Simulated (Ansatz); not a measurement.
HNaO (SMILES [OH][Na]) moved off its minimum; all values from Ansatz (a quantum-chemistry and plane-wave program), cores frozen in correlated methods.
(charge 0, multiplicity 1)
```xyz
3

Na     0.12909     0.01678    -0.82753
O     -0.03918    -0.10113     0.89475
H      0.01008    -0.00221     1.84454
```

Task: Give the forces (eV/Å), the total energy and the dipole at CCSD(T)/def2-TZVPPD.

Result: 
```json
[
 {"atom": "Na1", "Fx": "0.371", "Fy": "0.233", "Fz": "-4.424"},
 {"atom": "O2", "Fx": "-0.255", "Fy": "-0.093", "Fz": "4.545"},
 {"atom": "H3", "Fx": "-0.116", "Fy": "-0.140", "Fz": "-0.122"}
]
```
Energy -237.6041 hartree, dipole 6.04 D.
